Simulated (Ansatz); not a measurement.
Reaction (atomization): `F[C@H]1[SiH2][C@@H]1Cl` → 2 C• + Cl• + F• + 4 H• + Si•

Calculated with Ansatz (gas phase, PBE0-D4/def2-TZVP geometries, no zero-point term in ΔE). CCSD(T)/CBS adds triple-zeta CCSD(T) − MP2 to the extrapolated MP2 energy (def2 sets, frozen cores). This one scheme is used for every species, atoms too. Functionals use def2-TZVPP. B3LYP here is the variant with VWN-RPA as its local correlation; programs differ in this. HSE06 is defined as in plane-wave codes. Open shells (•) are unrestricted, without spin–orbit coupling. Spin–orbit coupling would lower the free atoms: a little for C, Cl, F, Si.

```tsv
level	ΔE (kJ/mol)	difference from CCSD(T)/CBS
LDA (SPW92)	3649.2	540.0
PBE-D4	3209.5	100.3
revPBE-D4	3120.9	11.7
BLYP-D4	3101.4	-7.8
r2SCAN-D4	3135.4	26.2
B97M-V	3132.4	23.2
PBE0-D4	3138.7	29.5
B3LYP-D4	3099.0	-10.2
r2SCANh-D4	3110.4	1.2
r2SCAN0-D4	3075.0	-34.2
HSE06-D4	3141.5	32.3
BHLYP-D4	2992.3	-116.9
CAM-B3LYP-D4	3116.2	7.0
ωB97X-V	3133.3	24.1
B2PLYP	3066.4	-42.8
PBE-QIDH	3104.2	-5.0
PBE	3189.4	80.2
revPBE	3059.2	-50.0
BLYP	3056.5	-52.7
r2SCAN	3130.6	21.4
PBE0	3121.7	12.5
B3LYP	3066.2	-43.0
r2SCANh	3105.3	-3.9
r2SCAN0	3069.4	-39.8
HSE06	3125.6	16.4
CAM-B3LYP	3098.9	-10.3
LC-ωPBE	3115.4	6.2
HF/def2-SVP	2199.7	-909.5
MP2/def2-SVP	2971.1	-138.1
CCSD(T)/def2-SVP	2915.1	-194.1
HF/def2-TZVPP	2192.4	-916.8
MP2/def2-TZVPP	3092.6	-16.6
SCS-MP2/def2-TZVPP	3054.6	-54.6
CCSD/def2-TZVPP	2957.6	-151.6
CCSD(T)/def2-TZVPP	3016.8	-92.4
HF/def2-QZVPP	2197.6	-911.6
MP2/def2-QZVPP	3147.4	38.2
HF/CBS(def2)	2198.4	-910.8
MP2/CBS(def2)	3185.0	75.8
CCSD/CBS(def2)	3050.0	-59.2
CCSD(T)/CBS	3109.2	0
```

Largest T1 diagnostic among the species: 0.012.

The D4 term adds +32.8 kJ/mol with B3LYP and +17.0 kJ/mol with PBE0; it sums over pairs of atoms, weighted by their polarisabilities, and B3LYP, whose exchange is more repulsive, gets the larger term. From PBE to PBE0 (25 % exact exchange), in def2-TZVPP and without D4, ΔE moves by −67.7 kJ/mol: exact exchange takes away binding that semilocal exchange gives to molecules. In def2-TZVPP, CCSD(T) changes the Hartree–Fock value by +824.3 kJ/mol (the triples alone add +59.2 kJ/mol) and MP2 by +900.1 kJ/mol; breaking electron pairs costs correlation energy, which Hartree–Fock lacks.

For atomizations the MP2-based limit and the directly extrapolated one differ by several kJ/mol either way, and by 10 to 25 for some Ge, Se and Sn compounds, so smaller differences from it don't rank the levels.
